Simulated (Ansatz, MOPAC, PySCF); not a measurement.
H2O (SMILES O) and CH2O2 (SMILES O=CO) are pulled apart as rigid monomers along the line of their centres of mass, from the B3LYP-D3(BJ)/def2-TZVP minimum. Starting geometry (charge 0, multiplicity 1):
```xyz
8

O      0.687     0.145     0.208
H      0.358    -0.318    -0.570
H     -0.075     0.599     0.611
O     -0.905     0.694     2.433
C     -0.251    -0.040     3.138
O      0.788    -0.765     2.752
H     -0.458    -0.188     4.205
H      0.943    -0.605     1.784
```

Interaction energies with rigid monomers; basis-set methods are counterpoise corrected unless marked otherwise.

Rows in 6-31G* carry no dispersion term and start afresh at each structure (6-31G* with six Cartesian d functions). MP2/6-31G* freezes PySCF's default core. The state that PM6, PM7 reach isn't checked; PM7 holds dispersion and hydrogen-bond terms.

Programs: Ansatz (Gaussian orbitals); MOPAC for PM6, PM7 (differences of heats of formation); PySCF for 6-31G* rows. Each number belongs to the level named beside it.

| O1···H8 (Å) | PM6 (meV) | PM7 (meV) | HF/aug-cc-pVDZ (meV) | BP86/6-31G* (no counterpoise) (meV) | MP2/6-31G* (no counterpoise) (meV) |
|---|---|---|---|---|---|
| 1.62 | -329.6 | -449.4 | -235.7 | -644.2 | -571.7 |
| 1.76 | -338.3 | -461.8 | -337.6 | -670.3 | -634.6 |
| 1.99 | -284.4 | -352.6 | [?] | -581.4 | -583.6 |
| 2.39 | -180.8 | -261.0 | -251.4 | [?] | -402.0 |
| 3.06 | -82.2 | -150.4 | -122.5 | -155.6 | -171.8 |

Question: Some entries are withheld; supply them.

Answer: 
- 1.99, HF/aug-cc-pVDZ (meV): -347.0
- 2.39, BP86/6-31G* (no counterpoise) (meV): -377.7

Ansatz is a quantum-chemistry and plane-wave program.
